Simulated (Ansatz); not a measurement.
One change: `[CH3][Ti]([NH2])([OH])[F]` becomes `[CH3][Ti]([OH])([OH])[F]`.

Ansatz, PBE0-D4/def2-TZVP geometries, multiplicity 1. Each molecule was computed in one conformer, which needn't be the lowest.

Scalar relativity is left out up to krypton.

| property | `[CH3][Ti]([NH2])([OH])[F]` |
| --- | --- |
| LUMO energy (B3LYP/def2-TZVPP) / eV | -1.61 |
| HOMO energy (PBE0/def2-TZVPP) / eV | -7.62 |
| HOMO energy (B3LYP/def2-TZVPP) / eV | -7.38 |
| size of the dipole moment (PBE/def2-TZVPP) / D | 1.83 |
| ideal-gas entropy at 298 K and 1 bar (rigid rotor, harmonic PBE0-D4/def2-TZVP) / J/(mol·K) | 377 |
| LUMO energy (PBE/def2-TZVPP) / eV | -2.43 |

What does the change do to each property? (Best estimate.)

The calculation gave: 
| property | `[CH3][Ti]([OH])([OH])[F]` | shift |
| --- | --- | --- |
| LUMO energy (B3LYP/def2-TZVPP) / eV | -1.78 | -0.17 |
| HOMO energy (PBE0/def2-TZVPP) / eV | -7.93 | -0.31 |
| HOMO energy (B3LYP/def2-TZVPP) / eV | -7.69 | -0.31 |
| size of the dipole moment (PBE/def2-TZVPP) / D | 2.47 | 0.64 |
| ideal-gas entropy at 298 K and 1 bar (rigid rotor, harmonic PBE0-D4/def2-TZVP) / J/(mol·K) | 376 | -1 |
| LUMO energy (PBE/def2-TZVPP) / eV | -2.58 | -0.15 |

With PBE0 the HOMO falls by 0.31 eV and the LUMO falls by 0.18 eV, so the gap widens by about 0.13 eV. PBE moves the HOMO by -0.28 eV and ωB97M-V by -0.30 eV. The zero-point energy changes by -31.8 kJ/mol with -3 modes. Dipoles are sizes alone; their direction can turn.

B3LYP here is the variant with VWN-RPA as its local correlation; programs differ in this.
